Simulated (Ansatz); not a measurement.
Harmonic frequencies (cm⁻¹) at PBE0-D4/def2-TZVP from Ansatz: 76, 102, 141, 158, 276, 561, 595, 650, 681, 690, 849, 862, 950, 1035, 1060, 1126, 1186, 1407, 1435, 2694, 3104, 3118, 3140, 3175.

Each molecule was computed in one conformer, which needn't be the lowest.

**Question.** Which molecule is it?
A. `[SeH]C1N[SiH2]1`
B. `OP1[SiH2]C[Se]1`
C. `C=[C]1[S][Al]1[CH3]`
D. `S[CH2][Al]1[CH]=[CH]1`

**Answer.** D.
